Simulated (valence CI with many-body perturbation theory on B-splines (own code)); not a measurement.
Values are calculated unless marked as measured or tabulated.
**Hyperfine factors and g values of Cs48+**

Method: configuration interaction combined with many-body perturbation theory (CI+MBPT): five valence electrons over a frozen Dirac-Fock core [He], radial functions for each j: 9 s, 9 p, 8 d, 6 f, 3 g, 1 h, with the one-electron correlation potential Σ1 (screened to all orders), the two-electron term Σ2, the three-electron term Σ3, Breit, model QED; selected single and double excitations, second order for the rest (own B-spline code, finite nucleus).

No measured spectrum was set against this ion. As an estimate, large intervals hold to a few tenths of a per cent, small ones and those within an open d or f shell to about a per cent. Among the levels kept, up to 1200 cm⁻¹ of a level comes from second order outside the variational space, and about a tenth of that is noise between levels of different J, which matters for small intervals.

A/g_I is the dipole constant over the nuclear g factor μ/I (μ in nuclear magnetons, uniformly magnetised nucleus), B/Q the quadrupole constant per barn. Both hold the static response of the core; the bare values leave it out. Large factors of s and p1/2 electrons are usually good to 5 to 10 %; those of open d and f shells near neutrality can be off by tens of per cent, and small factors of p3/2, d and f electrons come from cancelling terms and can be off by a factor of two or in sign, in half-filled shells by more. B is blank for J = 1/2, where it vanishes, and for nearly pure S terms. Energies count from the lowest level.

Levels are named by their leading jj configuration (3d3/2^4 stands for four electrons in 3d with j = 3/2), which in mixed levels can hold well under half, so a name can repeat and another be missing. Letters in brackets count levels of one name in rising energy.

```
                             Level  E (× 10³ cm⁻¹)      g  A/g_I (MHz)  A/g_I bare  B/Q (MHz/b)  B/Q bare
        (2s^2 2p1/2^2 2p3/2) J=3/2            0.00  1.356       303000      313000       563000    564000
        (2s^2 2p1/2 2p3/2^2) J=3/2          2830.3  1.440       -41900      -29400        73600     73800
        (2s^2 2p1/2 2p3/2^2) J=5/2          2993.8  1.180       681000      685000        -2340     -2350
        (2s^2 2p1/2 2p3/2^2) J=1/2          3253.3  0.640      2130000     2120000                       
        (2s 2p1/2^2 2p3/2^2) J=5/2          4634.2  1.479      1560000     1560000       160000    160000
        (2s 2p1/2^2 2p3/2^2) J=1/2          5202.5  2.090      6490000     6410000                       
        (2s 2p1/2^2 2p3/2^2) J=3/2          5215.1  1.199      -908000     -876000      -147000   -147000
              (2s^2 2p3/2^3) J=3/2          6093.3  1.284       327000      335000      -639000   -640000
      (2s 2p1/2 2p3/2^3) J=3/2 [a]          7629.7  1.559      1540000     1530000      -470000   -471000
          (2s 2p1/2 2p3/2^3) J=5/2          7896.2  1.281      1950000     1930000      -765000   -767000
          (2s 2p1/2 2p3/2^3) J=1/2          8202.5  1.414     -2180000    -2130000                       
      (2s 2p1/2 2p3/2^3) J=3/2 [b]          8291.8  1.053       115000      131000      -111000   -112000
           (2p1/2^2 2p3/2^3) J=3/2           10286  1.315       299000      315000      -599000   -601000
                (2s 2p3/2^4) J=1/2           11172  1.771      6550000     6450000                       
             (2p1/2 2p3/2^4) J=1/2           13288  0.640      2140000     2120000                       
           (2s^2 2p1/2^2 3s) J=1/2           38364  2.015      1870000     1850000                       
        (2s^2 2p1/2^2 3p1/2) J=1/2           38909  0.656       612000      608000                       
        (2s^2 2p1/2^2 3p3/2) J=3/2           39851  1.331        89500       92500       161000    161000
        (2s^2 2p1/2^2 3d3/2) J=3/2           40377  0.785        52500       52300        25800     26100
        (2s^2 2p1/2^2 3d5/2) J=5/2           40685  1.196        20400       20500        17600     18000
   (2s^2 2p1/2 2p3/2 3s) J=3/2 [a]           41247  1.668       471000      475000       383000    383000
       (2s^2 2p1/2 2p3/2 3s) J=1/2           41306  1.299      -802000     -777000                       
       (2s^2 2p1/2 2p3/2 3s) J=5/2           41385  1.331       992000      991000       522000    524000
   (2s^2 2p1/2 2p3/2 3s) J=3/2 [b]           41421  0.981       620000      627000       321000    322000
    (2s^2 2p1/2 2p3/2 3p1/2) J=1/2           41788  1.721      -385000     -365000                       
(2s^2 2p1/2 2p3/2 3p1/2) J=3/2 [a]           41833  1.142       459000      463000       109000    109000
    (2s^2 2p1/2 2p3/2 3p1/2) J=5/2           41931  1.075       744000      746000       517000    518000
(2s^2 2p1/2 2p3/2 3p1/2) J=3/2 [b]           42134  1.338       466000      474000       557000    558000
(2s^2 2p1/2 2p3/2 3p3/2) J=5/2 [a]           42619  1.468       393000      396000       653000    654000
(2s^2 2p1/2 2p3/2 3p3/2) J=1/2 [a]           42697  1.621      -521000     -509000                       
(2s^2 2p1/2 2p3/2 3p3/2) J=3/2 [a]           42747  1.167       651000      651000      -380000   -381000
    (2s^2 2p1/2 2p3/2 3p3/2) J=7/2           42803  1.236       480000      483000       696000    698000
(2s^2 2p1/2 2p3/2 3p3/2) J=3/2 [b]           42817  1.416       624000      627000       137000    137000
       (2s 2p1/2^2 2p3/2 3s) J=5/2           42844  1.518      1270000     1270000       374000    375000
(2s^2 2p1/2 2p3/2 3p3/2) J=5/2 [b]           42976  1.266       728000      729000       193000    194000
   (2s 2p1/2^2 2p3/2 3s) J=3/2 [a]           43031  1.469      1440000     1440000       305000    306000
(2s^2 2p1/2 2p3/2 3p3/2) J=1/2 [b]           43047  0.656      1880000     1880000                       
(2s^2 2p1/2 2p3/2 3d3/2) J=3/2 [a]           43268  0.951       160000      162000      -273000   -274000
(2s^2 2p1/2 2p3/2 3d3/2) J=5/2 [a]           43283  0.990       347000      349000       -15600    -15500
(2s^2 2p1/2 2p3/2 3d3/2) J=1/2 [a]           43301  0.236       470000      458000
```

Task: Take the isotope of mass number 133, with I = 7/2, μ = 2.5778 μN, leaving out the quadrupole term. What is the hyperfine structure of (2s^2 2p1/2 2p3/2^2) J=3/2?

Result: From the table A = -30800 MHz. Shifts from the centre of gravity in MHz: F = 2: 208000, F = 3: 116000, F = 4: -7700, F = 5: -162000.
